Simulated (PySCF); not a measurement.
**Basis and Hamiltonian dependence of the ionisation energy of S⁺**

S⁺ [Ne] 3s2 3p3 (4S) → S²⁺ [Ne] 3s2 3p2 (3P). Calculated with PySCF 2.14 from differences of total energies of unrestricted determinants, without spin-orbit coupling. Values in eV.

```json
{"basis": "cc-pVDZ-DK", "Hamiltonian": "spin-free X2C", "functions": "18", "UHF": "22.740", "LDA": "23.426", "PBE0": "n/a", "MP2 (valence)": "23.160", "CCSD(T) (valence)": "23.082", "CCSD(T) (valence and next inner shell)": "n/a"}
{"basis": "aug-cc-pVDZ-DK", "Hamiltonian": "spin-free X2C", "functions": "27", "UHF": "22.721", "LDA": "23.407", "PBE0": "23.379", "MP2 (valence)": "23.172", "CCSD(T) (valence)": "23.105", "CCSD(T) (valence and next inner shell)": "n/a"}
{"basis": "aug-cc-pV(D+d)Z", "Hamiltonian": "non-relativistic", "functions": "32", "UHF": "22.722", "LDA": "23.416", "PBE0": "23.386", "MP2 (valence)": "23.189", "CCSD(T) (valence)": "23.118", "CCSD(T) (valence and next inner shell)": "n/a"}
{"basis": "cc-pVTZ-DK", "Hamiltonian": "spin-free X2C", "functions": "34", "UHF": "22.713", "LDA": "n/a", "PBE0": "n/a", "MP2 (valence)": "23.324", "CCSD(T) (valence)": "23.295", "CCSD(T) (valence and next inner shell)": "n/a"}
{"basis": "pcseg-2", "Hamiltonian": "non-relativistic", "functions": "34", "UHF": "22.721", "LDA": "n/a", "PBE0": "n/a", "MP2 (valence)": "23.290", "CCSD(T) (valence)": "23.249", "CCSD(T) (valence and next inner shell)": "n/a"}
{"basis": "x2c-TZVPall", "Hamiltonian": "spin-free X2C", "functions": "37", "UHF": "22.706", "LDA": "n/a", "PBE0": "n/a", "MP2 (valence)": "23.310", "CCSD(T) (valence)": "23.284", "CCSD(T) (valence and next inner shell)": "n/a"}
{"basis": "aug-cc-pVTZ-DK", "Hamiltonian": "spin-free X2C", "functions": "50", "UHF": "22.713", "LDA": "23.388", "PBE0": "23.377", "MP2 (valence)": "23.330", "CCSD(T) (valence)": "n/a", "CCSD(T) (valence and next inner shell)": "n/a"}
{"basis": "def2-TZVPPD", "Hamiltonian": "non-relativistic", "functions": "51", "UHF": "22.716", "LDA": "23.402", "PBE0": "23.384", "MP2 (valence)": "23.333", "CCSD(T) (valence)": "23.303", "CCSD(T) (valence and next inner shell)": "23.305"}
{"basis": "aug-cc-pV(T+d)Z with one added diffuse shell each of s, p, d, f type", "Hamiltonian": "non-relativistic", "functions": "71", "UHF": "22.721", "LDA": "23.399", "PBE0": "23.388", "MP2 (valence)": "23.343", "CCSD(T) (valence)": "23.313", "CCSD(T) (valence and next inner shell)": "n/a"}
{"basis": "def2-QZVPPD", "Hamiltonian": "non-relativistic", "functions": "79", "UHF": "22.723", "LDA": "23.405", "PBE0": "23.382", "MP2 (valence)": "23.386", "CCSD(T) (valence)": "23.354", "CCSD(T) (valence and next inner shell)": "23.359"}
{"basis": "aug-cc-pVQZ-DK", "Hamiltonian": "spin-free X2C", "functions": "84", "UHF": "22.714", "LDA": "23.398", "PBE0": "23.376", "MP2 (valence)": "23.374", "CCSD(T) (valence)": "23.343", "CCSD(T) (valence and next inner shell)": "n/a"}
{"basis": "dyall-av3z", "Hamiltonian": "non-relativistic", "functions": "84", "UHF": "22.731", "LDA": "23.409", "PBE0": "23.387", "MP2 (valence)": "23.350", "CCSD(T) (valence)": "23.319", "CCSD(T) (valence and next inner shell)": "n/a"}
{"basis": "x2c-QZVPPall with one added diffuse shell each of s, p, d, f type", "Hamiltonian": "spin-free X2C", "functions": "86", "UHF": "22.711", "LDA": "23.392", "PBE0": "23.369", "MP2 (valence)": "23.374", "CCSD(T) (valence)": "23.344", "CCSD(T) (valence and next inner shell)": "23.348"}
{"basis": "aug-cc-pV(Q+d)Z", "Hamiltonian": "non-relativistic", "functions": "89", "UHF": "22.724", "LDA": "23.410", "PBE0": "23.387", "MP2 (valence)": "23.387", "CCSD(T) (valence)": "23.355", "CCSD(T) (valence and next inner shell)": "n/a"}
```

Extrapolation of MP2 (valence) from aug-cc-pVTZ-DK and aug-cc-pVQZ-DK: the correlation parts are 0.617 and 0.661 eV; with the X⁻³ form and unrounded values, (4³ × 0.661 − 3³ × 0.617)/(4³ − 3³) = 0.692 eV, and adding the Hartree-Fock value 22.714 eV of the larger basis gives 23.406 eV.

Frozen in the all-electron rows: valence: [Ne]; valence and next inner shell: 1s2.

Between the lowest levels the reference is 23.338 eV (measured; NIST Atomic Spectra Database, ionization energies); it includes spin-orbit coupling, which these numbers lack.
